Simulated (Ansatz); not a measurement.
# Scan of the Sn2–H3 bond length

SnH3F (SMILES [F][SnH3]), singlet, at its PBE0-D4/def2-TZVP minimum:

F1  (-1.285, 0.718, 1.005)
Sn2  (0.100, -0.066, -0.079)
H3  (-0.528, -0.055, -1.659)
H4  (0.319, -1.626, 0.561)
H5  (1.444, 0.955, 0.131)
(Å)

The bond length Sn2–H3 (1.701 Å at the minimum) is set to the values below, the two halves moving rigidly along the bond. Each method's energies count from its own value at the PBE0-D4 minimum structure. Program: Ansatz 0.2.0. Basis: def2-TZVPP. Cores are frozen in the correlated methods. Filled d shells of the heavier atoms are correlated. Core potentials replace the inner electrons of the atoms past krypton. The def2 sets are not built for correlating such inner shells, so the correlated values are less sure here. B3LYP uses VWN-RPA correlation.

CCSD(T) energies along the scan:
| bond length (Å) | CCSD(T) (kcal/mol) |
| --- | --- |
| 1.531 | 5.36 |
| 1.565 | 3.13 |
| 1.615 | 1.03 |
| 1.673 | 0.02 |
| 1.738 | 0.36 |
| 1.808 | 2.04 |
| 1.882 | 4.92 |
| 1.959 | 8.76 |
| 2.041 | 13.48 |
They count from the CCSD(T) energy at the PBE0-D4 minimum.

Minimum and curvature along this coordinate at CCSD(T): A fifth-order fit through the nearest points gives 1.689 Å, with a curvature of about 15 eV/Å².

**Question.** Treat the two halves as rigid bodies and work out the harmonic wavenumber of this stretch from that curvature (ν̃ = 521.5 √(k/μ) cm⁻¹ with k in eV/Å² and μ in u).

**Answer.** The halves weigh 139.72 and 1.01 u, so μ = 139.72 × 1.01/140.73 = 1.003 u and ν̃ = 521.5 √(15/1.003) ≈ 2000 cm⁻¹. A true normal mode mixes in other motions, so this is a guide only.

Largest difference from the CCSD(T) curve over the scan: PBE-D4 3.00; PBE0-D4 1.08; B3LYP-D4 1.79; HF 0.93 kcal/mol. Each curve counts from its own value at the minimum.

No T1 diagnostic of these runs exceeds 0.015.

For scale, one of the runs: CCSD(T)/def2-TZVPP, 123 basis functions (an equivalent command: `ansatz run in.yaml --threads 2`). The run took 6.5 s on 2 CPU threads (shared host), with 0.71 GiB of host memory at its peak.
